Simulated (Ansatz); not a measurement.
Basis sets compared for WS2(NH2)2 (WS2N2H4). The state is a singlet with charge 0. Geometry PBE-D4/def2-SVP. Ansatz on 4 threads of Arm Neoverse V2 on a shared host; times are rough, and most runs start from earlier orbitals.

```xyz
9

W    -0.247   -0.190    0.536
S    -1.873   -1.605    0.645
S     0.446    0.508    2.458
N    -0.869    1.357   -0.469
H    -0.500    2.306   -0.356
H    -1.584    1.319   -1.203
N     1.247   -1.066   -0.353
H     1.147   -1.808   -1.053
H     2.231   -0.821   -0.206
```

In the def2 sets W takes a core potential; there is no spin–orbit coupling.

```tsv
level	functions	energy (Eh)	HOMO (eV)	LUMO (eV)	wall time
PBE-D4/def2-SVP	116	-974.8199	-5.86	-3.14	1 s
PBE-D4/def2-TZVP	200	-975.2433	-5.93	-3.23	1.7 s
r2SCAN-D4/def2-TZVP	200	-975.5830	-6.21	-3.22	4.4 s
PBE0-D4/def2-SVP	116	-974.8134	-7.02	-2.54	1.4 s
PBE0-D4/def2-TZVP (with forces)	200	-975.2358	-7.05	-2.58	3.7 s
```

(1) Estimate the rows for PBE-D4/def2-TZVPD, r2SCAN-D4/def2-TZVPD, PBE0-D4/def2-TZVPD.

Answers

(1) 
| level | functions | energy (Eh) | HOMO (eV) | LUMO (eV) | wall time |
| --- | --- | --- | --- | --- | --- |
| PBE-D4/def2-TZVPD | 245 | -975.2461 | -6.00 | -3.32 | 2.9 s |
| r2SCAN-D4/def2-TZVPD | 245 | -975.5848 | -6.25 | -3.27 | 6 s |
| PBE0-D4/def2-TZVPD | 245 | -975.2381 | -7.09 | -2.65 | 3.9 s |
